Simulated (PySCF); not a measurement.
Isomers of CH10O2Si3. Method: PBE0-D3(BJ)/def2-SVP geometry optimisation, gas phase in PySCF 2.14.0. One conformer each; no zero-point energy, no entropy. No frequencies were run at this level. Point groups hold within 0.08 Å.

Question: Order them by energy at this level, lowest first, and give relative energies in kcal/mol.
A. `[CH3:1][SiH:2]([O:3][SiH3:4])[O:5][SiH3:6]` with C1–Si2–O3–Si4 -89°, C1–Si2–O5–Si6 95°
B. `[CH3:1][Si@H:2]([SiH3:3])[O:4][SiH2:5][OH:6]` with C1–Si2–O4–Si5 73°, Si2–O4–Si5–O6 -58°, O4–Si5–O6–H -69°
C. `[CH3:1][O:2][Si@@H:3]([SiH3:4])[O:5][SiH3:6]` with C1–O2–Si3–Si4 176°, O2–Si3–O5–Si6 -62°
D. `[OH:1][Si@H:2]([CH2:3][SiH3:4])[O:5][SiH3:6]` with H–O1–Si2–C3 55°, O1–Si2–C3–Si4 -65°, O1–Si2–O5–Si6 141°
E. `[CH3:1][SiH2:2][O:3][SiH2:4][O:5][SiH3:6]` with C1–Si2–O3–Si4 -116°, Si2–O3–Si4–O5 5°, O3–Si4–O5–Si6 1°

Answer: A (0.0), E (1.2), D (20.2), B (20.8), C (43.4).

As drawn, the lowest has an Si–C bond, which the highest lacks; the highest has an Si–Si bond, which the lowest lacks. Neighbours under 2.5 kcal/mol apart (C[SiH](O[SiH3])O[SiH3] and C[SiH2]O[SiH2]O[SiH3]; O[Si@H](C[SiH3])O[SiH3] and C[Si@H]([SiH3])O[SiH2]O) can change places with a better method, another conformer or zero-point energy.

```json
{"SMILES": "C[SiH](O[SiH3])O[SiH3]", "E (Eh)": "-1062.21892", "E rel (kcal/mol)": "0.0", "dipole (D)": "0.89", "point group": "–", "A, B, C (MHz)": "1929, 1321, 884.1"}
{"SMILES": "C[SiH2]O[SiH2]O[SiH3]", "E (Eh)": "-1062.21703", "E rel (kcal/mol)": "1.2", "dipole (D)": "1.16", "point group": "C1", "A, B, C (MHz)": "2609, 988.8, 792.0"}
{"SMILES": "O[Si@H](C[SiH3])O[SiH3]", "E (Eh)": "-1062.18666", "E rel (kcal/mol)": "20.2", "dipole (D)": "1.49", "point group": "C1", "A, B, C (MHz)": "1957, 1315, 920.6"}
{"SMILES": "C[Si@H]([SiH3])O[SiH2]O", "E (Eh)": "-1062.18571", "E rel (kcal/mol)": "20.8", "dipole (D)": "1.85", "point group": "C1", "A, B, C (MHz)": "2342, 1098, 941.2"}
{"SMILES": "CO[Si@@H]([SiH3])O[SiH3]", "E (Eh)": "-1062.14970", "E rel (kcal/mol)": "43.4", "dipole (D)": "1.06", "point group": "C1", "A, B, C (MHz)": "1701, 1414, 872.4"}
```

Q: How do the relative energies change in single points at PBE0/pcSseg-1 (no added dispersion term) on the same geometries?

A: 
```
                  SMILES  PBE0-D3(BJ)/def2-SVP (kcal/mol)  PBE0/pcSseg-1 (kcal/mol)  shift
  C[SiH](O[SiH3])O[SiH3]                              0.0                       0.0    0.0
   C[SiH2]O[SiH2]O[SiH3]                              1.2                       1.0   -0.2
 O[Si@H](C[SiH3])O[SiH3]                             20.2                      21.0   +0.8
 C[Si@H]([SiH3])O[SiH2]O                             20.8                      21.3   +0.5
CO[Si@@H]([SiH3])O[SiH3]                             43.4                      44.0   +0.6
```

Each column counts from its own lowest isomer. The order is unchanged; the largest shift is 0.8 kcal/mol.

Q: As an exercise, what shares would exp(−E/RT) give at 2000 K from these electronic energies alone (no entropy, no degeneracies)?

A: RT = 3.974 kcal/mol: C[SiH](O[SiH3])O[SiH3] 57.0 %, C[SiH2]O[SiH2]O[SiH3] 42.3 %, O[Si@H](C[SiH3])O[SiH3] 0.4 %, C[Si@H]([SiH3])O[SiH2]O 0.3 %, CO[Si@@H]([SiH3])O[SiH3] under 0.1 %.
